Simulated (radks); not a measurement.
The numbers below are computed, except where a source is named.
Ionisation of Be2+, [He], to Be3+, 1s1, under several functionals. Scalar-relativistic Kohn-Sham, spin-unpolarised, spherical densities, finite nucleus; a radial shooting solver on a logarithmic mesh with Libxc functionals.

| functional | E(Be2+) (hartree) | Exc (hartree) | IE (eV) | -e(HOMO) (eV) | <r> HOMO (bohr) | IE error (eV) |
|---|---|---|---|---|---|---|
| B86b exchange with PBE correlation | -13.64406 | -2.29861 | 159.03 | 132.51 | 0.4170 | +5.1 |
| Wu-Cohen GGA | -13.57657 | -2.22613 | 158.28 | 131.89 | 0.4179 | +4.4 |
| LDA (Slater exchange, VWN5 correlation) | -13.44735 | -2.08247 | 156.93 | 130.82 | 0.4206 | +3.0 |
| SOGGA | -13.51870 | -2.16365 | 157.52 | 131.18 | 0.4188 | +3.6 |
| MS2 meta-GGA | -13.66744 | -2.32683 | 160.17 | 134.03 | 0.4156 | +6.3 |
| LDA (Slater exchange, Perdew-Wang correlation) | -13.44656 | -2.08164 | 156.92 | 130.80 | 0.4207 | +3.0 |
| LDA (Slater exchange, Perdew-Zunger correlation) | -13.44583 | -2.08089 | 156.91 | 130.79 | 0.4207 | +3.0 |
| TASK exchange with Perdew-Wang LDA correlation | -13.76909 | -2.43347 | 162.05 | 136.09 | 0.4145 | +8.2 |

NIST Atomic Spectra Database: 153.90 eV (theoretical). Closest: LDA (Slater exchange, Perdew-Zunger correlation). The Delta-SCF values span 5.14 eV, the total energies 0.32 hartree. The highest occupied level is 1s. Spin polarisation and multiplet splitting are left out, so open shells lie too high by an amount that depends on their filling.

Beside tabulated values, note that spin-unpolarised runs miss the spin-polarisation part of the exchange energy of open shells.
